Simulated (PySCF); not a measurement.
Members of one series of related molecules.

All values: PBE0/pcSseg-1 (PySCF) at GFN2-xTB geometries, gas phase, one conformer each.

(1) Rank by the highest IAO charge on any atom, highest value first.
A. `CN(C)P1C=C1`
B. `CN=P1(N(C)C)C=C1`
C. `C=P1(N(C)C)C=C1`
D. `N([SiH3])=P1(N(C)C)C=C1`
E. `CC=P1(N(C)C)C=C1`

(2) Rank by the highest Hirshfeld charge on any atom, lowest value first.
A. `CN=P1(N(C)C)C=C1`
B. `CN(C)P1(=N[SiH3])C=C1`
C. `C=P1(N(C)C)C=C1`
D. `N(P1C=C1)(C)C`

(3) Rank by the lowest Hirshfeld charge on any atom, highest value first.
A. `CN(P1(=NC)C=C1)C`
B. `CN(C)P1(=N[SiH3])C=C1`
C. `CN(C)P1C=C1`
D. `C=P1(N(C)C)C=C1`
E. `CC=P1(N(C)C)C=C1`

Answers

(1) D (+1.448 e), B (+1.385 e), C (+1.287 e), E (+1.229 e), A (+0.529 e).

(2) D (+0.137 e), C (+0.346 e), A (+0.382 e), B (+0.399 e).

(3) C (-0.154 e), E (-0.210 e), A (-0.301 e), D (-0.319 e), B (-0.376 e).

All values together:

```
               SMILES     formula  μ (D)  HOMO (eV)  LUMO (eV)  lowest IAO charge (e)  highest IAO charge (e)  lowest Hirshfeld charge (e)  highest Hirshfeld charge (e)
          CN(C)P1C=C1      C4H8NP   0.97      -5.79      -0.18             -0.468 (N)              +0.529 (P)                   -0.154 (N)                    +0.137 (P)
      C=P1(N(C)C)C=C1     C5H10NP   3.31      -5.19      -0.58             -0.892 (C)              +1.287 (P)                   -0.319 (C)                    +0.346 (P)
     CC=P1(N(C)C)C=C1     C6H12NP   2.36      -5.06      -0.45             -0.678 (C)              +1.229 (P)                   -0.210 (C)                    +0.338 (P)
CN(C)P1(=N[SiH3])C=C1  C4H11N2PSi   4.01      -6.62      -0.82             -1.038 (N)              +1.448 (P)                   -0.376 (N)                    +0.399 (P)
     CN=P1(N(C)C)C=C1    C5H11N2P   1.75      -5.89      -0.53             -0.786 (N)              +1.385 (P)                   -0.301 (N)                    +0.382 (P)
```

Conformers: `[CH3:1][N:2]([CH3:3])[P:4]1[CH:5]=[CH:6]1` with C1–N2–P4–C5 -91°; `[CH2:1]=[P:2]1([N:3]([CH3:4])[CH3:5])[CH:6]=[CH:7]1` with C1–P2–N3–C4 153°; `[CH3:1][CH:2]=[P:3]1([N:4]([CH3:5])[CH3:6])[CH:7]=[CH:8]1` with C2–P3–N4–C5 150°; `[CH3:1][N:2]([CH3:3])[P:4]1(=[N:5][SiH3:6])[CH:7]=[CH:8]1` with C1–N2–P4–N5 -20°; `[CH3:1][N:2]=[P:3]1([N:4]([CH3:5])[CH3:6])[CH:7]=[CH:8]1` with N2–P3–N4–C5 -61°.
